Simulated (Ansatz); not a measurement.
Ansatz (a first-principles code) input:

Ansatz 0.2 input:
```yaml
crystal:
  periodic: [false, false, false]
  atoms:
    - {symbol: C, position_ang: [-2.45650942, -0.53814263, 0.09035695]}
    - {symbol: C, position_ang: [-1.21647746, 0.04603298, 0.09224046]}
    - {symbol: C, position_ang: [0.05760244, -0.49479157, -0.18827936]}
    - {symbol: Si, position_ang: [1.59250021, 0.40542047, -0.01072517]}
    - {symbol: H, position_ang: [-2.59056091, -1.59255472, -0.13395941]}
    - {symbol: H, position_ang: [-3.34888709, 0.03982685, 0.29935939]}
    - {symbol: H, position_ang: [-1.21534927, 1.11187797, 0.34179498]}
    - {symbol: H, position_ang: [0.09975675, -1.55334835, -0.44848212]}
    - {symbol: H, position_ang: [2.60981137, 0.15264257, -1.09843537]}
    - {symbol: H, position_ang: [2.47202770, 0.19593432, 1.21396132]}
    - {symbol: H, position_ang: [1.37050499, 1.89114199, 0.01000544]}
basis:
  gaussian:
    orbitals: def2-SVP
hamiltonian:
  xc: {name: PBE0}
total_charge: -1
```

Q: What final total energy does it print?

A: -407.53413 Eh (PBE0/def2-SVP). The basis has 95 functions.

It need not be the lowest isomer of its formula. Whether it binds its extra electron was not tested at this geometry.
